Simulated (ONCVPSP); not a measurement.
# Reading a pseudo-wave (chromium (Cr))

Columns: radius, all-electron u(r) and pseudo u(r) of the 3s shell (level -73.99 eV) of chromium in the configuration [Ne] 3s2 3p6 3d5 4s1; PBE, scalar-relativistic, ONCV scheme, ONCVPSP 4.0.1.

| r (bohr) | all-electron | pseudo |
| --- | --- | --- |
| 0.082 | 0.0105 | 0.1689 |
| 0.165 | -0.5658 | 0.3368 |
| 0.248 | -0.5385 | 0.4980 |
| 0.330 | -0.1664 | 0.6464 |
| 0.413 | 0.2863 | 0.7808 |
| 0.495 | 0.6697 | 0.8929 |
| 0.578 | 0.9448 | 0.9804 |
| 0.660 | 1.1037 | 1.0376 |
| 0.742 | 1.1697 | 1.0643 |
| 0.825 | 1.1658 | 1.0604 |
| 0.908 | 1.1144 | 1.0285 |
| 0.990 | 1.0352 | 0.9740 |
| 1.072 | 0.9415 | 0.9027 |
| 1.155 | 0.8413 | 0.8196 |
| 1.238 | 0.7423 | 0.7317 |
| 1.320 | 0.6495 | 0.6451 |
| 1.402 | 0.5639 | 0.5625 |
| 1.485 | 0.4856 | 0.4853 |
| 1.568 | 0.4159 | 0.4159 |
| 1.650 | 0.3554 | 0.3554 |
| 1.733 | 0.3020 | 0.3020 |
| 1.815 | 0.2563 | 0.2563 |
| 1.898 | 0.2166 | 0.2165 |
| 1.980 | 0.1829 | 0.1829 |
| 2.062 | 0.1542 | 0.1542 |
| 2.145 | 0.1296 | 0.1295 |

How many radial nodes do the two functions have?

The all-electron 3s function has n − l − 1 = 2; the pseudo-wave has 0, since the states of the same l below it are removed with the core.

At about which radius was the pseudo-wave matched?

1.65 bohr. The columns agree to 0.0005 from 1.49 bohr on; several derivatives are matched, so the curves merge somewhat inside the radius.

Where does each function peak?

Outermost all-electron maximum near 0.74 bohr, pseudo maximum near 0.74 bohr (to the table’s step).

Is the pseudo-wave norm-conserving?

Yes: the ONCV scheme keeps the norm inside the radius equal to the all-electron one, which fixes the energy derivative of the logarithmic derivative at the level.
